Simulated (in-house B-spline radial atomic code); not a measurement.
Computed with a B-spline radial atomic code. Model: two electrons, singlet ground state, non-relativistic, full CI in B-splines with partial waves to l = 8 (at full coupling up to 3e-4 hartree above the limit, correlation up to 0.6 % small), density held at that of full coupling by Lieb maximisation.

W(λ) is the mean repulsion in the state of coupling λ less the Hartree energy of the fixed density. Its start is exact exchange, its initial slope is twice the second-order Görling-Levy correlation energy, and its area from 0 to 1 is E_xc. A straight curve means weak, dynamic correlation, and a curve that drops fast and flattens means strong correlation.

Command:
```bash
python run_ac.py task.json out
```
Settings (lengths in bohr, energies in hartree):
```
potential              dot
strength               0.461
lmax                   8
second                 3
```

Run time, properties included: 17 s on 1 thread of Intel(R) Xeon(R) Processor @ 2.30GHz, with other jobs on the host.

**W = mean repulsion less Hartree energy, and W of three functionals.**

Given: confinement charge in harmonic well; well frequency 0.461 hartree; nuclear charge 3; external potential omega^2 r^2/2 - Z/r.

Computed: LDA exchange minus exact 235.99 millihartree; SCAN exchange minus exact -3.2856 millihartree.

```
coupling  W xc (hartree)  W xc minus exchange (millihartree)  kinetic minus Kohn-Sham (millihartree)  LDA (PW92) W minus its exchange (millihartree)  PBE W minus its exchange (millihartree)  SCAN W minus its exchange (millihartree)
       0         -1.6789                                   0                                       0                                               0                                        0                                         0
    0.02         -1.6808                               -1.88                                       0                                          -13.06                                    -1.85                                     -1.84
    0.05         -1.6836                              -4.681                                     0.1                                          -27.16                                    -4.65                                     -4.54
    0.12           -1.69                             -11.127                                     0.7                                          -52.96                                   -11.22                                     -10.7
    0.25         -1.7017                             -22.782                                     2.8                                          -90.02                                   -23.36                                    -21.68
     0.4         -1.7146                             -35.739                                       7                                         -124.33                                   -37.08                                    -33.73
     0.6         -1.7311                             -52.248                                    15.3                                         -162.29                                   -54.74                                    -48.95
     0.8               ?                                   ?                                       ?                                               ?                                        ?                                         ?
       1               ?                                   ?                                       ?                                               ?                                        ?                                         ?
     1.4         -1.7895                             -110.63                                    72.9                                         -271.43                                  -117.84                                   -102.11
       2         -1.8266                             -147.72                                   135.7                                         -330.37                                  -158.16                                   -135.81
       3         -1.8786                             -199.72                                   264.8                                          -406.2                                  -215.03                                   -183.42
     4.5         -1.9396                             -260.69                                   491.3                                         -489.71                                  -282.74                                   -240.38
       7         -2.0118                             -332.88                                   900.3                                         -586.08                                  -365.77                                   -310.23
      10         -2.0699                             -391.06                                  1389.1                                         -664.91                                  -436.49                                   -368.87
```

Q: What belongs in the row 0.8?

A: W xc (hartree): -1.7468; W xc minus exchange (millihartree): -67.935; kinetic minus Kohn-Sham (millihartree): 26.2; LDA (PW92) W minus its exchange (millihartree): -194.58; PBE W minus its exchange (millihartree): -71.63; SCAN W minus its exchange (millihartree): -63.3.

Q: What belongs in the row 1?

A: W xc (hartree): -1.7617; W xc minus exchange (millihartree): -82.86; kinetic minus Kohn-Sham (millihartree): 39.6; LDA (PW92) W minus its exchange (millihartree): -222.94; PBE W minus its exchange (millihartree): -87.76; SCAN W minus its exchange (millihartree): -76.89.

Q: What is the PBE exchange minus exact?

A: 28.605 millihartree.

**Energy parts, natural occupations and partial-wave weights.**

Computed: total energy -7.1874 hartree; exchange energy -1.6789 hartree; correlation energy -0.043211 hartree; kinetic part of the DFT correlation energy 0.039649 hartree; initial slope twice GL2 -0.094274 hartree; Hartree energy 3.3578 hartree; Kohn-Sham kinetic 7.4182 hartree.

```
natural  occupation of the shell (electrons)
      s                               1.9937
      p                            0.0034017
      s                                    ?
      d                           0.00016322
      p                           0.00011564
      s                           4.7706e-05
```

Q: What belongs in the row s?

A: occupation of the shell (electrons): 0.0024538.

```
wave      weight
   s     0.99813
   p   0.0017643
   d  9.1273e-05
   f           ?
   g  3.0284e-06
```

Q: What belongs in the row f?

A: weight: 1.2988e-05.

Q: What is the kinetic part over minus potential part?

A: 0.4785.

Q: What is the Lieb Oxford ratio E_xc over LDA exchange?

A: 1.1935.

Half-way to full coupling W has made 53 % of its drop, against 50 % for a straight line, and second-order (GL2) theory, half the initial slope, overshoots the correlation energy by about 9 %: a moderate bend, as in light atoms. Over couplings 0 to 1 the errors in E_xc come to about +144 millihartree for LDA, +27 millihartree for PBE, -0.5 millihartree for SCAN, so SCAN is nearest. In LDA and PBE and SCAN the errors of exchange and correlation have opposite signs, so the sum is smaller than the larger of the two.
